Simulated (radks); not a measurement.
The numbers below are computed, except where a source is named.
Valence configurations of P III (all share [Ne]). Code: a radial shooting solver on a logarithmic mesh with Libxc functionals. Model: scalar-relativistic Kohn-Sham, r2SCAN, spin-polarised, spherical densities, finite nucleus; open shells are filled with parallel spins first; meta-GGA in the generalised Kohn-Sham scheme; Fermi nuclear charge, rms radius 3.1889 fm. Energies are relative to 3s2 3p1; eigenvalues in eV for spin up.

valence      E (eV)  moment (Bohr magnetons)    e(3p)    e(3s)
3s2 3p1       0.000                        1  -24.927  -35.157
3s1.5 3p1.5   3.667                        2  -25.837  -36.205
3s1 3p2       6.062                        3  -26.512  -36.963
3p3          16.497                        3  -27.064        -

NIST lists [Ne] 3s2 3p1 as the ground configuration; this level of theory agrees among the configurations tried. The energies are those of spherical high-spin densities, not of single terms.
